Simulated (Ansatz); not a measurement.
Zn7S7, 14 atoms. Hardware: 2 threads of AMD EPYC 7R13 on a shared host and a share (18 GiB) of an NVIDIA H100 80GB HBM3.

Single mean-field runs in def2-TZVP are fitted with def2-universal-jkfit.

(1) How many basis functions does each of these Ansatz runs have, and roughly what does it cost? PBE-D4/def2-TZVP, charge -1 doublet, energy, from earlier orbitals; LC-ωPBE (ω = 0.10 bohr⁻¹)/def2-SVP, charge 0 singlet, energy, from earlier orbitals; LC-ωPBE (ω = 0.20 bohr⁻¹)/def2-SVP, charge 0 singlet, energy, from earlier orbitals; PBE-D4/def2-TZVP, charge -1 doublet at the geometry of the charge 0 singlet, energy, from earlier orbitals; LC-ωPBE (ω = 0.10 bohr⁻¹)/def2-SVP, charge 1 doublet at the geometry of the charge 0 singlet, energy, from earlier orbitals; LC-ωPBE (ω = 0.30 bohr⁻¹)/def2-SVP, charge 0 singlet, energy, from earlier orbitals; r2SCAN0-D4/def2-TZVP, charge 1 doublet at the geometry of the charge 0 singlet, energy, from earlier orbitals; LC-ωPBE (ω = 0.20 bohr⁻¹)/def2-SVP, charge -1 doublet at the geometry of the charge 0 singlet, energy, from earlier orbitals; LC-ωPBE/def2-TZVP, charge 0 singlet, energy, from earlier orbitals; PBE-D4/def2-TZVP, charge 0 singlet, energy and forces, from earlier orbitals; PBE0-D4/def2-SVP, charge 0 singlet, energy, from earlier orbitals; PBE0-D4/def2-TZVP, charge -1 doublet at the geometry of the charge 0 singlet, energy.

Answers

(1) Other jobs shared the machine, so times can vary by a factor of up to 3. A dash marks memory too small to be measured apart from the calling script's.

| run | functions | fitting or Cholesky vectors | wall time | peak host memory (GiB) |
| --- | --- | --- | --- | --- |
| LC-ωPBE (ω = 0.20 bohr⁻¹)/def2-SVP, charge 0 singlet, energy, from earlier orbitals | 343 | 3941 | 3.5 s | – |
| LC-ωPBE (ω = 0.30 bohr⁻¹)/def2-SVP, charge 0 singlet, energy, from earlier orbitals | 343 | 3941 | 3.9 s | – |
| PBE0-D4/def2-SVP, charge 0 singlet, energy, from earlier orbitals | 343 | 3179 | 4.5 s | – |
| LC-ωPBE (ω = 0.10 bohr⁻¹)/def2-SVP, charge 0 singlet, energy, from earlier orbitals | 343 | 3941 | 4.8 s | 1.1 |
| LC-ωPBE (ω = 0.20 bohr⁻¹)/def2-SVP, charge -1 doublet at the geometry of the charge 0 singlet, energy, from earlier orbitals | 343 | 3941 | 5.5 s | 1.1 |
| LC-ωPBE/def2-TZVP, charge 0 singlet, energy, from earlier orbitals | 595 | 2744 | 5.5 s | 1.1 |
| PBE-D4/def2-TZVP, charge 0 singlet, energy and forces, from earlier orbitals | 595 | 2744 | 6 s | 1.1 |
| PBE-D4/def2-TZVP, charge -1 doublet, energy, from earlier orbitals | 595 | 2744 | 6 s | 1.2 |
| PBE-D4/def2-TZVP, charge -1 doublet at the geometry of the charge 0 singlet, energy, from earlier orbitals | 595 | 2744 | 6.5 s | 1.2 |
| PBE0-D4/def2-TZVP, charge -1 doublet at the geometry of the charge 0 singlet, energy | 595 | 2744 | 7.5 s | 1.2 |
| LC-ωPBE (ω = 0.10 bohr⁻¹)/def2-SVP, charge 1 doublet at the geometry of the charge 0 singlet, energy, from earlier orbitals | 343 | 3941 | 8.5 s | 1.2 |
| r2SCAN0-D4/def2-TZVP, charge 1 doublet at the geometry of the charge 0 singlet, energy, from earlier orbitals | 595 | 2744 | 9.5 s | 1.4 |
